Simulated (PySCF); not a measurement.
H₄SeSn, SMILES [SeH][SnH3]. Atoms are numbered in the order given.

```xyz
6

Sn     0.0007     1.0003     0.0000
Se    -0.0418    -1.5578     0.0000
H      0.8005     1.5666    -1.4013
H     -1.6416     1.4649     0.0000
H      0.8005     1.5666     1.4013
H      1.4277    -1.6460     0.0000
```
Charge 0, spin multiplicity 1.

Geometry: B3LYP-D3(BJ)/def2-TZVP. The def2 effective core potentials stand for the cores of Sn; spin–orbit coupling is left out.

Calculation: PySCF with IEF-PCM-B3LYP/def2-SVP.

The values are the electrostatic part of the solvation free energy, E(continuum) − E(gas) at the gas-phase geometry, in a cavity of scaled van der Waals radii (PySCF's table); cavitation and dispersion terms are not included. A continuum can't describe solvent molecules that bind to the metal. In vacuum the orbital gap is 5.62 eV. The dipole moment in vacuum is 1.30 D.

Task: Estimate the values in water (ε = 78.36), 1-octanol (ε = 9.86), dimethylsulfoxide (ε = 46.83). (The exact figures need the calculation; the answer reports its results.)

Result: 
```json
[
 {"solvent": "water", "ε": "78.36", "ΔG(elec) (kcal/mol)": "-2.1", "dipole (D)": "1.84", "gap (eV)": "5.81"},
 {"solvent": "1-octanol", "ε": "9.86", "ΔG(elec) (kcal/mol)": "-1.7", "dipole (D)": "1.76", "gap (eV)": "5.79"},
 {"solvent": "dimethylsulfoxide", "ε": "46.83", "ΔG(elec) (kcal/mol)": "-2.0", "dipole (D)": "1.83", "gap (eV)": "5.81"}
]
```
